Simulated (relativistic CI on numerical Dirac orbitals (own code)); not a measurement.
**Crystal-field levels of Nb⁴⁺, 4d**

Calculated by Dirac-Coulomb-Breit CI, separate exchange-only KLI orbitals for each configuration, QED by a radiative potential, valence Slater integrals scaled by 0.85, one configuration in a parametric crystal field (own radial code).

Field parameters in Wybourne normalisation: Oh B⁴₀ = 21Dq, B⁴₄ = √(5/14) B⁴₀. The field is a parameter set, without covalency.

S and J are read from ⟨S²⟩ = S(S + 1) and ⟨J²⟩ = J(J + 1) of each level; they are not fictitious spins.

Oh, 10Dq = 7250 cm⁻¹, the lowest 3 levels:

```csv
E (cm⁻¹),Degeneracy,Irrep,S,J
0.0,4,Γ8,0.50,1.84
1134,2,Γ7,0.50,2.50
7784,4,Γ8,0.50,2.24
```

Oh, 10Dq = 13050 cm⁻¹, the lowest 3 levels:

```tsv
E (cm⁻¹)	Degeneracy	Irrep	S	J
0.0	4	Γ8	0.50	1.89
1094	2	Γ7	0.50	2.50
13504	4	Γ8	0.50	2.20
```

The free-ion ground term has S = 1/2. Every field shown keeps that spin.

Levels of this model without a field, named by their leading LS term: 2D_3/2 0, 2D_5/2 1734 cm⁻¹.
